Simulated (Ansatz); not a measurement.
`C[SiH2]B(N)Cl` → `NBCl` + `C[SiH]` at 298.15 K and 1 bar (silylene formation by 1,1-elimination).

Computed with Ansatz on PBE0-D4/def2-TZVP structures; ΔE is electronic, products minus reactants. CCSD(T)/CBS is the MP2 limit (def2-TZVPP, def2-QZVPP) plus CCSD(T) − MP2 in def2-TZVPP, frozen cores. This one scheme is used for every species. Each species was taken in one conformer, which may not be the lowest.

```json
{"species": "`C[SiH2]B(N)Cl`", "CCSD(T)/CBS energy (Eh)": "-870.71707", "H − E (kJ/mol)": "251.1", "S (J/(mol·K))": "367.1"}
{"species": "`NBCl`", "CCSD(T)/CBS energy (Eh)": "-541.16722", "H − E (kJ/mol)": "121.1", "S (J/(mol·K))": "268.2"}
{"species": "`C[SiH]`", "CCSD(T)/CBS energy (Eh)": "-329.46712", "H − E (kJ/mol)": "122.3", "S (J/(mol·K))": "261.2"}
```

H − E and S are ideal-gas, rigid-rotor, harmonic terms from PBE0-D4/def2-TZVP, for one conformer and one mirror image of each species. 1 Eh = 2625.50 kJ/mol, R = 8.31446 J/(mol·K).

Task: By hand: ΔE, ΔH, ΔS and ΔG.

Result: ΔE = (-541.16722) + (-329.46712) − (-870.71707) = 0.08273 Eh = 217.2 kJ/mol. Δ(H − E) = 121.1 + 122.3 − 251.1 = -7.7, so ΔH = 209.5 kJ/mol. ΔS = 268.2 + 261.2 − 367.1 = 162.3 J/(mol·K). ΔG = 209.5 − 298.15 × (162.3)/1000 = 161.1 kJ/mol.

Task: By hand: the equilibrium constant, and the temperature at which ΔG would vanish if ΔH and ΔS stayed fixed.

Result: log₁₀ K = −ΔG/(RT ln 10) = -28.2. ΔG = 0 at ΔH/ΔS = 1291 K.

The number of gas molecules changes by +1, which sets the sign of ΔS. A doubt of 5 kJ/mol in ΔE shifts log₁₀ K by 0.9 here. Other conformers and mirror images would add mixing entropy, several J/(mol·K) or more a flexible species. Modes under 60 cm⁻¹, often nearly free rotors, make the harmonic entropy too high. These are equilibria of isolated gas molecules and say nothing of rates. Largest T1 diagnostic: 0.012 (customary marks: 0.02 for closed shells, 0.045 for open ones).
